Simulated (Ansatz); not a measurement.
`C[SiH](N)Cl` + H–F → `N[SiH](F)Cl` + CH₄ at 400 K and 1 bar (ligand exchange at the Si–C bond).

Computed with Ansatz on PBE0-D4/def2-TZVP structures; ΔE is electronic, products minus reactants. CCSD(T)/CBS adds triple-zeta CCSD(T) − MP2 to the extrapolated MP2 energy (def2 sets, frozen cores). This one scheme is used for every species. One conformer a species, not always the lowest.

```
      species  CCSD(T)/CBS energy (Eh)  H − E (kJ/mol)  S (J/(mol·K))
`C[SiH](N)Cl`               -845.32705           224.7          364.1
          H–F               -100.39570            36.5          182.2
`N[SiH](F)Cl`               -905.31614           130.9          344.1
          CH₄                -40.46206           131.3          197.2
```

H − E and S are ideal-gas, rigid-rotor, harmonic terms from PBE0-D4/def2-TZVP, for one conformer and one mirror image of each species. 1 Eh = 2625.50 kJ/mol, R = 8.31446 J/(mol·K).

Task: By hand: ΔE, ΔH, ΔS and ΔG.

Result: ΔE = (-905.31614) + (-40.46206) − (-845.32705) − (-100.39570) = -0.05545 Eh = -145.6 kJ/mol. Δ(H − E) = 130.9 + 131.3 − 224.7 − 36.5 = 1.0, so ΔH = -144.6 kJ/mol. ΔS = 344.1 + 197.2 − 364.1 − 182.2 = -5.0 J/(mol·K). ΔG = -144.6 − 400 × (-5.0)/1000 = -142.6 kJ/mol.

Task: By hand: the equilibrium constant, and the temperature at which ΔG would vanish if ΔH and ΔS stayed fixed.

Result: log₁₀ K = −ΔG/(RT ln 10) = 18.6. ΔG = 0 at ΔH/ΔS = 28920 K, far beyond where these terms or the molecules hold.

The number of gas molecules stays the same, so ΔS is small and ΔH decides. A doubt of 5 kJ/mol in ΔE shifts log₁₀ K by 0.7 here. Other conformers and mirror images would add mixing entropy, several J/(mol·K) or more a flexible species. These are equilibria of isolated gas molecules and say nothing of rates. Largest T1 diagnostic: 0.010 (customary marks: 0.02 for closed shells, 0.045 for open ones).
